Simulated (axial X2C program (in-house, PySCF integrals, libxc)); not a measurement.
**What spin–orbit coupling does to Be₂⁻**

All values were computed with an in-house relativistic program for diatomic molecules. Spin-free means the one-electron spin-free X2C Hamiltonian; two-component (2c) means X2C with spin–orbit coupling and atomic mean-field two-electron Coulomb and Gaunt terms, so the difference of the two also holds small scalar two-electron terms. Basis: Be dyall-av3z [9s9p4d2f] (cores contracted in-house); Gaussian nuclei, density fitting, unrestricted open shells. Masses: Be 9.012 u.

Spin-free state: M_S = 1/2, Λ = 1 (beyond evenly filled blocks: π+α); fragments Be- + Be.

```
  level  Re (Å)  ωe (cm⁻¹)
   PBE0   2.238      440.6
     HF   2.591      150.0
    MP2   2.228      461.9
   CCSD   2.270      395.0
CCSD(T)   2.230      441.0
  B3LYP   2.229      431.4
```

Correlated methods: 5 electrons correlated (number of frozen shells: Be 1 s), 219 virtual spin orbitals or spinors in MP2, 90 natural virtuals in coupled cluster.

**Question.** Within this multiplet, which Ω should lie lowest by the rule for regular and inverted multiplets?

**Answer.** The open π shell holds one electron, so the multiplet is regular: Ω = Λ − 1/2 = 1/2. The PBE0 2c search agrees, though Ω = 3/2 of the search lies only 0.00 eV higher.

Two-component determinant lowest at the distance of the search:

Ω = 1/2 (⟨Sz⟩ = -0.50, ⟨Lz⟩ = 1.00 at HF); fragments Be- + Be.

| level | Re (Å) | ωe (cm⁻¹) |
| --- | --- | --- |
| PBE0 | 2.238 | 440.6 |
| HF | 2.590 | 150.2 |
| MP2 | 2.228 | 461.9 |
| CCSD | 2.270 | 395.0 |
| CCSD(T) | 2.230 | 441.0 |
| B3LYP | 2.230 | 431.4 |

**Question.** From the two tables, how do the constants change at the CCSD(T) level (2c against spin-free)?

**Answer.** At the CCSD(T) level Re is unchanged within 0.001 Å and ωe doesn't move by more than 0.2 cm⁻¹.

The state is one determinant whose occupation by symmetry is held fixed; it was picked as the lowest of a PBE0 search that is not exhaustive. De is not given where an atomic determinant may have missed its ground term or J level, or where the truncated virtual space spoils (T). Density functionals use the spin component along the axis (collinear). Coupled cluster ran in a truncated set of natural virtual spinors; the MP2 energy of the rest was added. (T) has no such correction and the atoms are truncated less, which lowers De at CCSD(T) by a hundredth of an eV or more. PBE0 can misorder states that lie within some tenths of an eV, so this need not be the ground state of the molecule. The nearest other spin-free determinant of the search, M_S = 1/2, Λ = 0, lies 0.06 eV up at the distance of the search. Without a current term, density functionals place determinants with orbital angular momentum somewhat too high. The highest occupied level of some functionals is positive through self-interaction error; at Hartree–Fock it is bound.
